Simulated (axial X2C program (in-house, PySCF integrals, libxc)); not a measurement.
## Low determinants of TiSi at the PBE0 level, two-component

Computed with an axial X2C code built on PySCF integrals. Two-component (2c) means X2C with spin–orbit coupling and atomic mean-field two-electron Coulomb and Gaunt terms. Basis: Ti dyall-cv3z [10s10p6d4f2g], Si dyall-v3z [8s7p2d1f] (cores contracted in-house); Gaussian nuclei, density fitting, unrestricted open shells. Masses: Ti 47.948 u, Si 27.977 u.

Search at 2.423 Å (vertical energies from the lowest determinant):

```
ΔE (eV)  state  electrons beyond evenly filled partner blocks  electrons in ±ω = 1/2, 3/2, 5/2, 7/2
   0.00  Ω = 4                               ω = 3/2, ω = 5/2                              28 7 1 0
   0.53  Ω = 2                               ω = 1/2, ω = 3/2                              27 9 0 0
   0.56  Ω = 2                              ω = -1/2, ω = 5/2                              27 8 1 0
   0.56  Ω = 3                               ω = 1/2, ω = 5/2                              27 8 1 0
   0.58  Ω = 1                              ω = -3/2, ω = 5/2                              28 7 1 0
   0.62  Ω = 3                 2 × ω = -1/2, ω = 3/2, ω = 5/2                              28 7 1 0
   0.65  Ω = 6                  ω = 1/2, 2 × ω = 3/2, ω = 5/2                              27 8 1 0
```

Lowest determinant, Ω = 4 (⟨Sz⟩ = 2.00, ⟨Lz⟩ = 2.00 at PBE0): Re = 2.421 Å, ωe = 376.3 cm⁻¹.

The determinant in row 2 of the search, Ω = 2 (⟨Sz⟩ = -1.00, ⟨Lz⟩ = 3.00 at PBE0), was followed along the bond at PBE0; measured from the minimum of the lowest determinant it gives:

Te = 0.530 eV (4277 cm⁻¹), Re = 2.409 Å, ωe = 329.7 cm⁻¹.

Task: Compare the bond of the determinant in row 2 with that of the lowest one.

Result: At PBE0 its Re is 0.012 Å shorter and its force constant, which goes as ωe², is 0.77 times that of the lowest determinant. T0 ≈ Te + Δωe/2 = 4277 + (-23) = 4254 cm⁻¹.

The search compares states at one distance, so a state with another bond length can lie lower; it is not exhaustive and yields mostly the lowest determinant of each block pattern, so other components and higher states of one pattern are missing. These are energies of single determinants, not of spin-adapted states; PBE0 term energies can be off by some tenths of an eV, and the functional has no current term. Open-shell Ω = 0 determinants with evenly filled partner blocks cannot be reached by this program, so the Ω shown need not be the lowest component. The lowest determinant need not be the ground state where others lie within half an eV.
